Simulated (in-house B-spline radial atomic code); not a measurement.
Orbital energies and mean radii along the 51-electron series, configuration 1s2 2s2 2p6 3s2 3p6 3d10 4s2 4p6 4d10 5s2 5p1/2(2) 5p3/2(1). The effective charge is n√(-2ε), a non-relativistic measure. Computed with a radial B-spline atomic code at the basis-set limit: Dirac-Hartree-Fock, jj configuration that fills j = l - 1/2 first, finite nuclei.

```tsv
ion	Z	energy of 5p3/2 (Eh)	mean radius of 5p3/2 (bohr)	energy of 5s1/2 (Eh)	mean radius of 5s1/2 (bohr)	effective charge of 5p3/2
Sb	51	-0.29146	2.9745	-0.62336	2.2953	3.8175
Te+	52	-0.63763	2.5327	-1.0361	2.0787	5.6464
I2+	53	-1.0497	2.2524	-1.5168	1.9105	7.2445
Xe3+	54	-1.5196	2.0489	-2.0569	1.7748	8.7167
Cs4+	55	-2.0431	1.8902	-2.6521	1.6619	10.107
Ba5+	56	-2.6174	1.761	-3.2998	1.5657	11.44
La6+	57	-3.2406	1.6527	-3.9984	1.4821	12.729
Ce7+	58	-3.9114	1.5598	-4.7467	1.4086	13.985
```

(1) How does the screening of 5p3/2 change?

Results:

(1) Z less the effective charge goes from 47.18 at Z = 51 to 44.02 at Z = 58.
